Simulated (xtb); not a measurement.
F5Nb, triplet, from a rough starting geometry (GFN-xTB shapes and energies of metal compounds can be far from the true ones) (the multiplicity is a formal guess); GFN2-xTB in xtb.

xtb was given this input:
```
$ xtb mol.xyz --gfn 2 --uhf 2 --opt vtight --json

# file mol.xyz
6

Nb     0.05915078     0.02613366     0.04373915
F      1.50798187    -0.95339949    -0.46985802
F     -0.27924038     0.23985856     1.78131001
F     -1.16326630     0.66549561    -1.21945378
F     -0.90767143    -1.50602267     0.04809969
F      0.90978863     1.50716965     0.00370779
```

The log (banner, timings and long lists left out):

```
   ID    Z sym.   atoms
    1   41 Nb     1
    2    9 F      2-6

           -------------------------------------------------
          |                Calculation Setup                |
           -------------------------------------------------

           -------------------------------------------------
          |                 G F N 2 - x T B                 |
           -------------------------------------------------

          ...................................................
          :                      SETUP                      :
          :.................................................:
          :  # basis functions                  30          :
          :  # atomic orbitals                  29          :
          :  # shells                           13          :
          :  # electrons                        40          :
          :  max. iterations                   250          :
          :  Hamiltonian                  GFN2-xTB          :
          :  restarted?                      false          :
          :  GBSA solvation                  false          :
          :  PC potential                    false          :
          :  electronic temp.          300.0000000     K    :
          :  accuracy                    1.0000000          :
          :  -> integral cutoff          0.2500000E+02      :
          :  -> integral neglect         0.1000000E-07      :
          :  -> SCF convergence          0.1000000E-05 Eh   :
          :  -> wf. convergence          0.1000000E-03 e    :
          :  Broyden damping             0.4000000          :
          :  net charge                          0          :
          :  unpaired electrons                  2          :
          ...................................................

 iter      E             dE          RMSdq      gap      omega  full diag
   1     -1.0916136 -0.109161E+01  0.370E+01    0.10       0.0  T
   2    -17.8655320 -0.167739E+02  0.261E+01    0.17       1.0  T
   3    -21.0982318 -0.323270E+01  0.184E+01    0.08       1.0  T
   4    -23.0508542 -0.195262E+01  0.148E+01    0.07       1.0  T
   5    -23.7634378 -0.712584E+00  0.130E+01    0.07       1.0  T
   6    -23.7828306 -0.193928E-01  0.131E+01    0.07       1.0  T
   7    -23.7846643 -0.183363E-02  0.132E+01    0.07       1.0  T
   8    -23.8647730 -0.801088E-01  0.116E+01    0.07       1.0  T
   9    -24.8973603 -0.103259E+01  0.101E+01    0.11       1.0  T
  10    -25.3232444 -0.425884E+00  0.628E+00    0.13       1.0  T
  11    -25.4251540 -0.101910E+00  0.407E+00    0.10       1.0  T
  12    -25.5040992 -0.789452E-01  0.335E+00    0.11       1.0  T
  13    -25.5189905 -0.148913E-01  0.298E+00    0.07       1.0  T
  14    -25.5419497 -0.229593E-01  0.283E+00    0.09       1.0  T
  15    -25.3642791  0.177671E+00  0.509E+00    0.09       1.0  T
  16    -25.4248297 -0.605506E-01  0.429E+00    0.09       1.0  T
  17    -25.5151753 -0.903457E-01  0.301E+00    0.09       1.0  T
  18    -25.5465516 -0.313763E-01  0.246E+00    0.09       1.0  T
  19    -25.5301480  0.164036E-01  0.274E+00    0.09       1.0  T
  20    -25.5307405 -0.592445E-03  0.270E+00    0.09       1.0  T
  21    -25.5151986  0.155418E-01  0.292E+00    0.09       1.0  T
  22    -25.5787242 -0.635256E-01  0.168E+00    0.08       1.0  T
  23    -25.5822973 -0.357306E-02  0.156E+00    0.08       1.0  T
  24    -25.5798702  0.242708E-02  0.162E+00    0.08       1.0  T
  25    -25.5949250 -0.150548E-01  0.969E-01    0.08       1.0  T
  26    -25.5944493  0.475737E-03  0.990E-01    0.08       1.0  T
  27    -25.6026063 -0.815700E-02  0.417E-01    0.08       1.0  T
  28    -25.6026048  0.147461E-05  0.418E-01    0.08       1.0  T
  29    -25.6003937  0.221111E-02  0.597E-01    0.08       1.0  T
  30    -25.6017356 -0.134193E-02  0.481E-01    0.08       1.0  T
  31    -25.5968443  0.489127E-02  0.805E-01    0.08       1.0  T
  32    -25.5979364 -0.109207E-02  0.743E-01    0.08       1.0  T
  33    -25.5997120 -0.177559E-02  0.624E-01    0.08       1.0  T
  34    -25.6009279 -0.121594E-02  0.525E-01    0.08       1.0  T
  35    -25.6025082 -0.158027E-02  0.369E-01    0.08       1.0  T
  36    -25.6032675 -0.759262E-03  0.267E-01    0.08       1.0  T
  37    -25.6037695 -0.502056E-03  0.165E-01    0.08       1.0  T
  38    -25.6039632 -0.193664E-03  0.925E-02    0.08       1.0  T
  39    -25.6040028 -0.396227E-04  0.607E-02    0.08       1.0  T
  40    -25.6040174 -0.145761E-04  0.461E-02    0.08       1.0  T
  41    -25.6040328 -0.153691E-04  0.264E-02    0.08       1.5  T
  42    -25.6040323  0.410527E-06  0.264E-02    0.08       1.5  T
  43    -25.6040373 -0.495706E-05  0.130E-02    0.08       3.1  T
  44    -25.6040378 -0.518312E-06  0.923E-03    0.08       4.4  T
  45    -25.6040378 -0.273879E-07  0.568E-03    0.08       7.2  T
  46    -25.6040380 -0.123757E-06  0.402E-03    0.08      10.1  T
  47    -25.6040380 -0.512207E-07  0.314E-03    0.08      13.0  T
  48    -25.6040381 -0.891524E-07  0.156E-03    0.08      26.2  T
  49    -25.6040381  0.892726E-09  0.163E-03    0.08      25.0  T
  50    -25.6040381 -0.214552E-07  0.762E-04    0.08      53.6  T
  51    -25.6040381 -0.457992E-08  0.393E-04    0.08     104.0  T

   *** convergence criteria satisfied after 51 iterations ***

 transition dipole moment (au) for excitation:          20          21
     X       Y       Z
  -0.0017  -0.1184   0.2374  total (au/Debye):    0.265   0.674
 dE (eV)             :    5.538
 oscillator strength :  0.13507E-01

         :::::::::::::::::::::::::::::::::::::::::::::::::::::
         ::                     SUMMARY                     ::
         :::::::::::::::::::::::::::::::::::::::::::::::::::::
         :: total energy             -25.564322169706 Eh    ::
         :: gradient norm              0.120653077457 Eh/a0 ::
         :: HOMO-LUMO gap              0.080176233005 eV    ::
         ::.................................................::
[...]
 * total energy  :   -25.6328880 Eh     change       -0.8031415E-03 Eh
 * total energy  :   -25.6334212 Eh     change       -0.5332245E-03 Eh
 * total energy  :   -25.6337722 Eh     change       -0.3510252E-03 Eh
 * total energy  :   -25.6342772 Eh     change       -0.5050412E-03 Eh
 * total energy  :   -25.6344251 Eh     change       -0.1478313E-03 Eh
 * total energy  :   -25.6344862 Eh     change       -0.6109845E-04 Eh
 * total energy  :   -25.6345223 Eh     change       -0.3607965E-04 Eh
 * total energy  :   -25.6345609 Eh     change       -0.3868925E-04 Eh
 * total energy  :   -25.6345801 Eh     change       -0.1913813E-04 Eh
 * total energy  :   -25.6345894 Eh     change       -0.9278792E-05 Eh
 * total energy  :   -25.6345898 Eh     change       -0.4289057E-06 Eh
 * total energy  :   -25.6345899 Eh     change       -0.1371892E-06 Eh
 * total energy  :   -25.6345900 Eh     change       -0.4027471E-07 Eh
   *** GEOMETRY OPTIMIZATION CONVERGED AFTER 29 ITERATIONS ***
[...]
   1    -25.6626649 -0.256627E+02  0.517E-04    2.15       0.0  T
   2    -25.6626649  0.359564E-07  0.229E-03    2.15      17.8  T
   3    -25.6626649 -0.376198E-07  0.149E-04    2.15     273.6  T
   4    -25.6626649 -0.197534E-09  0.780E-05    2.15     523.3  T

   *** convergence criteria satisfied after 4 iterations ***

 transition dipole moment (au) for excitation:          20          21
     X       Y       Z
  -0.0120   0.0351  -0.0275  total (au/Debye):    0.046   0.117
 dE (eV)             :    2.138
 oscillator strength :  0.15779E-03

         :::::::::::::::::::::::::::::::::::::::::::::::::::::
         ::                     SUMMARY                     ::
         :::::::::::::::::::::::::::::::::::::::::::::::::::::
         :: total energy             -25.634589964091 Eh    ::
         :: gradient norm              0.000051566053 Eh/a0 ::
         :: HOMO-LUMO gap              2.154348999397 eV    ::
         ::.................................................::
         :: SCC energy               -25.662664055817 Eh    ::
         :: -> isotropic ES            0.049748009371 Eh    ::
         :: -> anisotropic ES         -0.000463461461 Eh    ::
         :: -> anisotropic XC         -0.001371850688 Eh    ::
         :: -> dispersion             -0.002831545403 Eh    ::
         :: repulsion energy           0.028074091726 Eh    ::
         :: add. restraining           0.000000000000 Eh    ::
         :: total charge               0.000000000020 e     ::
         :::::::::::::::::::::::::::::::::::::::::::::::::::::

           -------------------------------------------------
          |                Property Printout                |
           -------------------------------------------------

    * Orbital Energies and Occupations

         #    Occupation            Energy/Eh            Energy/eV
      -------------------------------------------------------------
         1        2.0000           -0.9726100             -26.4661
       ...           ...                  ...                  ...
         9        2.0000           -0.5846536             -15.9092
        10        2.0000           -0.5826214             -15.8539
        11        2.0000           -0.5801129             -15.7857
        12        2.0000           -0.5792023             -15.7609
        13        2.0000           -0.5759291             -15.6718
        14        2.0000           -0.5725083             -15.5787
        15        1.9997           -0.5685295             -15.4705
        16        1.9991           -0.5673731             -15.4390
        17        1.9977           -0.5665117             -15.4156
        18        1.9964           -0.5660877             -15.4040
        19        1.9514           -0.5635696             -15.3355
        20        1.0557           -0.5580558             -15.1855
        21        1.0000           -0.4794767             -13.0472 (HOMO)
        22                         -0.4003059             -10.8929 (LUMO)
        23                         -0.3733097             -10.1583
        24                         -0.3606222              -9.8130
        25                         -0.0024442              -0.0665
        26                          0.0555372               1.5112
        27                          0.3298138               8.9747
        28                          0.3715344              10.1100
        29                          0.5920993              16.1118
      -------------------------------------------------------------
                  HL-Gap            0.0791709 Eh            2.1543 eV
             Fermi-level           -0.5003178 Eh          -13.6143 eV

     #   Z          covCN         q      C6AA      α(0)
     1  41 Nb       3.317     0.573   250.205    30.271
     2   9 F        0.671    -0.154    10.786     3.877
     3   9 F        0.671    -0.154    10.786     3.877
     4   9 F        0.653    -0.067     9.970     3.727
     5   9 F        0.653    -0.067     9.970     3.727
     6   9 F        0.671    -0.132    10.573     3.838

 Mol. C6AA /au·bohr⁶  :        986.198784
 Mol. C8AA /au·bohr⁸  :      59472.591012
 Mol. α(0) /au        :         49.316671

Wiberg/Mayer (AO) data.
largest (>0.10) Wiberg bond orders for each atom

 ---------------------------------------------------------------------------
     #   Z sym  total        # sym  WBO       # sym  WBO       # sym  WBO
 ---------------------------------------------------------------------------
     1  41 Nb   5.206 --     6 F    1.269     3 F    1.240     2 F    1.240
                             5 F    0.729     4 F    0.729
     2   9 F    1.420 --     1 Nb   1.240
     3   9 F    1.420 --     1 Nb   1.240
     4   9 F    1.253 --     1 Nb   0.729     5 F    0.412
     5   9 F    1.253 --     1 Nb   0.729     4 F    0.412
     6   9 F    1.448 --     1 Nb   1.269
 ---------------------------------------------------------------------------

Topologies differ in total number of bonds
Writing topology from bond orders to xtbtopo.mol

molecular dipole:
                 x           y           z       tot (Debye)
 q only:        0.068       0.047       0.030
   full:        0.217       0.151       0.095       0.714
molecular quadrupole (traceless):
                xx          xy          yy          xz          yz          zz
 q only:       -0.940      -0.571       0.984       0.852      -1.798      -0.044
  q+dip:       -1.194      -1.028       0.972       0.511      -1.905       0.221
   full:       -1.421      -1.262       1.123       0.525      -2.217       0.298

optimized geometry written to: xtbopt.xyz

           -------------------------------------------------
          | TOTAL ENERGY              -25.634589964091 Eh   |
          | GRADIENT NORM               0.000051566053 Eh/α |
          | HOMO-LUMO GAP               2.154348999397 eV   |
           -------------------------------------------------

normal termination of xtb
```
